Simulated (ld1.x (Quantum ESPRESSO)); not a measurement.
Results of a calculation; reference values are marked as such.
Potentials for oxygen compared

Generated with ld1.x 7.5 (TM, RRKJ, ultrasoft, PAW), atompaw 4.2 or ONCVPSP 4.0.1. The cutoff is in Ry: for ld1.x and atompaw files where the sum of valence levels is converged to 10 mRy in a Bessel basis, for ONCV files where the hardest occupied wave has 1 mHa per electron of residual kinetic energy. The error is the largest all-electron minus pseudo excitation energy over each file’s own four to seven test configurations (ionisations up to +4, promotions, holes and added fractions of an electron), all of which were solved. The labels leave out finer settings (local radius, basis sizes, second energies), which also bear on the numbers. Spin-polarised tests are not counted. The rows are a selection from randomly drawn settings: files with unsolved tests, undetermined cutoffs or missed reference levels are left out.

```tsv
potential	cutoff (Ry)	largest error (meV)	bound ghosts
ultrasoft, Wu–Cohen, fully relativistic, rc 0.90/1.15 (sp), local smoothed, core correction yes, reference 2s2 2p4	50	+572	none
TM, LDA (PZ), scalar-relativistic, rc 0.65/1.30 (sp), local smoothed, core correction yes, reference 2s2 2p4	140	+1321	none
RRKJ, revPBE, scalar-relativistic, rc 0.95/1.65/1.45 (spd), local smoothed, core correction no, reference 2s2 2p4	90	+3820	none
TM, BP86, scalar-relativistic, rc 0.85/1.65/1.25 (spd), local d, core correction yes, reference 2s2 2p2	90	+1461	none
TM, revPBE, non-relativistic, rc 0.75/1.65/1.55 (spd), local p, core correction no, reference 2s2 2p4	80	+2843	none
TM, PBEsol, scalar-relativistic, rc 0.95/1.15 (sp), local smoothed, core correction no, reference 2s1.75 2p4.25	100	+343	none
TM, LDA (PZ), non-relativistic, rc 0.95/1.60 (sp), local p, core correction yes, reference 2s2 2p3	70	+2294	none
```

Fill in the row for O: ultrasoft, revPBE, scalar-relativistic, rc 1.00/1.15 (sp), local smoothed, core correction yes, reference 2s2 2p3.

cutoff 50 Ry, largest error +134 meV, bound ghosts: none.

Fill in the row for O: TM, PBE, non-relativistic, rc 0.70/1.45 (sp), local smoothed, core correction yes, reference 2s2 2p4.

cutoff 80 Ry, largest error +2052 meV, bound ghosts: none.
